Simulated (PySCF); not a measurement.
C3HCl2F, SMILES FC=C=C(Cl)Cl.

Geometry: PBE0-D3(BJ)/def2-SVP.

Level of theory: PySCF with PBE/def2-TZVP.

Symmetry labels are those of the subgroup Cs that the program uses (full group Cs).

### Question
List the valence orbital energies around the gap with their symmetry. (Estimate from the structure and the level; the computed values follow.)

### Answer

```json
[
 {"orbital": "HOMO−7", "symmetry": "A\"", "energy (eV)": "-11.61"},
 {"orbital": "HOMO−6", "symmetry": "A'", "energy (eV)": "-10.35"},
 {"orbital": "HOMO−5", "symmetry": "A'", "energy (eV)": "-9.55"},
 {"orbital": "HOMO−4", "symmetry": "A'", "energy (eV)": "-8.57"},
 {"orbital": "HOMO−3", "symmetry": "A\"", "energy (eV)": "-8.25"},
 {"orbital": "HOMO−2", "symmetry": "A\"", "energy (eV)": "-7.95"},
 {"orbital": "HOMO−1", "symmetry": "A\"", "energy (eV)": "-6.87"},
 {"orbital": "HOMO", "symmetry": "A'", "energy (eV)": "-6.66"},
 {"orbital": "LUMO", "symmetry": "A'", "energy (eV)": "-2.09"},
 {"orbital": "LUMO+1", "symmetry": "A\"", "energy (eV)": "-2.04"},
 {"orbital": "LUMO+2", "symmetry": "A'", "energy (eV)": "-1.27"},
 {"orbital": "LUMO+3", "symmetry": "A'", "energy (eV)": "1.18"}
]
```
